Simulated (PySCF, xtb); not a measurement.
C₂H₆BNO, SMILES NB1CCO1. Other conformers were not sampled.

Harmonic wavenumbers (cm⁻¹) from GFN2-xTB (xtb) at its own minimum, in rising order: 168, 294, 354, 453, 514, 613, 769, 790, 879, 902, 1026, 1038, 1126, 1131, 1163, 1169, 1272, 1423, 1456, 1481, 1528, 2934, 2953, 3019, 3026, 3510, 3559.

### Question
What does PySCF with PBE-D3(BJ)/def2-SVP give at its own minimum? (An estimate is asked for; the answer gives what the named calculation found.)

### Answer
149, 314, 351, 373, 532, 608, 751, 778, 850, 903, 960, 967, 1070, 1133, 1154, 1161, 1317, 1362, 1412, 1455, 1564, 2959, 3017, 3019, 3081, 3532, 3645. Paired by order, the mean absolute difference is 33 cm⁻¹ and the zero-point energies are 55.1 and 54.9 kcal/mol.
